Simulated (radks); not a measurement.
Q: Method: scalar-relativistic Kohn-Sham, LB94 model potential, spin-polarised, spherical densities, finite nucleus; open shells are filled with parallel spins first (spin-orbit coupling, left out, can overturn this in heavy ions); Fermi nuclear charge, rms radius of each element as measured or else 0.836 A^(1/3) + 0.57 fm; computed with a radial shooting solver on a logarithmic mesh with Libxc functionals. Response by self-consistent Sternheimer equations with the Hartree and adiabatic LDA kernel, the relativistic mass of each level held fixed and spin-orbit coupling left out. For heavy and open-shell atoms this level of theory can miss by tens of per cent. Estimate the static dipole polarisabilities of Tm ([Xe] 4f13 6s2) and Ho+ ([Xe] 4f11 6s1) and the C6 coefficients of the three pairs.

A: alpha = 100.5 and 49.66 bohr^3; C6 = 1239 (Tm-Tm), 671.5 (Tm-Ho+), 370.8 (Ho+-Ho+) hartree bohr^6.
